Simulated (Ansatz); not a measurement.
`ClC1(Br)C[SiH2]1` and `[SiH3]C1(Cl)C[SiH2]1` differ in one atom or group.

Ansatz, PBE0-D4/def2-TZVP geometries, multiplicity 1. 

Scalar relativity is left out up to krypton.

```json
{"property": "HOMO–LUMO gap (PBE0/def2-TZVPP) / eV", "`ClC1(Br)C[SiH2]1`": "6.20"}
{"property": "HOMO–LUMO gap (ωB97M-V/def2-TZVPP) / eV", "`ClC1(Br)C[SiH2]1`": "10.20"}
{"property": "HOMO energy (PBE/def2-TZVPP) / eV", "`ClC1(Br)C[SiH2]1`": "-5.98"}
{"property": "HOMO energy (B3LYP/def2-TZVPP) / eV", "`ClC1(Br)C[SiH2]1`": "-6.92"}
{"property": "size of the dipole moment (ωB97M-V/def2-TZVPP) / D", "`ClC1(Br)C[SiH2]1`": "2.46"}
{"property": "LUMO energy (ωB97M-V/def2-TZVPP) / eV", "`ClC1(Br)C[SiH2]1`": "0.94"}
```

Q: Give the same properties after the change, and the shifts. (Best estimate.)

A: Computed: 
| property | `[SiH3]C1(Cl)C[SiH2]1` | shift |
| --- | --- | --- |
| HOMO–LUMO gap (PBE0/def2-TZVPP) / eV | 6.55 | 0.35 |
| HOMO–LUMO gap (ωB97M-V/def2-TZVPP) / eV | 10.40 | 0.20 |
| HOMO energy (PBE/def2-TZVPP) / eV | -5.86 | 0.12 |
| HOMO energy (B3LYP/def2-TZVPP) / eV | -6.76 | 0.16 |
| size of the dipole moment (ωB97M-V/def2-TZVPP) / D | 1.90 | -0.56 |
| LUMO energy (ωB97M-V/def2-TZVPP) / eV | 1.31 | 0.37 |

With PBE0 the HOMO rises by 0.17 eV and the LUMO rises by 0.51 eV, so the gap widens by about 0.34 eV. PBE moves the HOMO by 0.12 eV and ωB97M-V by 0.16 eV. Dipoles are sizes alone; their direction can turn.

B3LYP here is the variant with VWN-RPA as its local correlation; programs differ in this.

Spin–orbit coupling is left out; it splits and shifts lone-pair levels of the heavy atoms by tenths of an eV.
